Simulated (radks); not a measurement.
Values are calculated unless marked as measured or tabulated.
Q: These are the eigenvalues of the occupied orbitals of an atom or ion with whole-number occupations (eV). Code: a radial shooting solver on a logarithmic mesh with Libxc functionals. Model: Dirac Kohn-Sham, Slater X-alpha with alpha = 0.744, spin-unpolarised, spherical densities, point nucleus.

orbital  eigenvalue
1s1/2     -23762.20
2s1/2     -5431.447
2p1/2     -5296.137

Which element is it, and in what charge state? The configuration may be excited. Open shells, if any, fill j = l - 1/2 first.

A: Z = 43, technetium, charge +37: Tc37+ in [He] 2s2 2p2. The list shows which subshells hold electrons but not how many an open one holds; the 1s level, -873.24 hartree, gives Z - s = 41.8 by -(Z - s)^2/2, which with screening and relativity narrows Z to a few neighbours, and the depths of the outer levels then fix element, charge and occupations together.
